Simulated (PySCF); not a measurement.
Species: `C#C[C@H]1CC[CH2][AlH]1`. The columns A, B, C and D hold Mulliken, IAO, Hirshfeld and ESP-fitted charges (e) of one PBE0/pcSseg-1 density (PySCF), in a shuffled order. Coordinates in Å (PBE0-D3(BJ)/def2-SVP); the density's dipole moment is (-1.45, 0.51, -0.06) D.

| atom | x | y | z | A | B | C | D |
| --- | --- | --- | --- | --- | --- | --- | --- |
| C1 | 3.305 | -0.523 | 0.272 | -0.155 | -0.438 | -0.298 | -0.430 |
| C2 | 2.189 | -0.315 | -0.163 | -0.056 | -0.206 | -0.024 | +0.318 |
| C3 | 0.847 | -0.038 | -0.616 | -0.153 | +0.193 | -0.471 | -0.636 |
| C4 | -0.230 | -1.054 | -0.166 | -0.067 | -0.075 | -0.239 | -0.165 |
| C5 | -1.632 | -0.432 | -0.229 | -0.071 | +0.122 | -0.244 | -0.227 |
| C6 | -1.688 | 0.889 | 0.562 | -0.222 | -0.470 | -0.625 | -0.601 |
| Al7 | 0.086 | 1.630 | 0.159 | +0.554 | +0.681 | +0.919 | +0.942 |
| H8 | 4.296 | -0.712 | 0.640 | +0.084 | +0.298 | +0.194 | +0.054 |
| H9 | 0.837 | 0.048 | -1.720 | +0.041 | -0.022 | +0.159 | +0.165 |
| H10 | -0.017 | -1.353 | 0.876 | +0.035 | +0.041 | +0.130 | +0.124 |
| H11 | -0.182 | -1.979 | -0.765 | +0.038 | +0.003 | +0.138 | +0.135 |
| H12 | -2.379 | -1.162 | 0.126 | +0.037 | -0.011 | +0.136 | +0.128 |
| H13 | -1.883 | -0.236 | -1.288 | +0.033 | -0.019 | +0.121 | +0.113 |
| H14 | -2.567 | 1.503 | 0.310 | +0.030 | +0.075 | +0.146 | +0.140 |
| H15 | -1.764 | 0.681 | 1.647 | +0.030 | +0.093 | +0.143 | +0.141 |
| H16 | 0.762 | 3.051 | 0.365 | -0.158 | -0.265 | -0.186 | -0.200 |

Which column most likely holds the ESP-fitted charges?

B. Σ q r misses the density's dipole by 0.05 D (B), 0.84 D (A), 1.76 D (C), 2.60 D (D). Charges fitted to the outside potential are the only set here that is tied to the molecule's multipoles.

And the Hirshfeld charges?

A. The mean sizes are 0.110 e (A), 0.188 e (B), 0.261 e (C), 0.282 e (D), and Hirshfeld charges are commonly the smallest of these schemes.

As computed, A = Hirshfeld, B = ESP-fitted, C = IAO, D = Mulliken. Hydrogens on carbon: Hirshfeld +0.03 to +0.08, ESP-fitted -0.02 to +0.30, IAO +0.12 to +0.19, Mulliken +0.05 to +0.17 e.

The Mulliken scheme gives each basis function's population to the atom it is centred on and halves the overlap population of two atoms between them. The Hirshfeld scheme divides the density at each point in proportion to the densities of the neutral, spherically averaged free atoms.

One conformer (not necessarily the lowest) at the PBE0-D3(BJ)/def2-SVP geometry, without solvent, vibrations or thermal averaging.

These values come from a run that also computed NMR shieldings. The run took 41 s of wall time on Arm Neoverse N1, one thread, no GPU, on a shared host, and the process peaked at 0.82 GiB of memory.
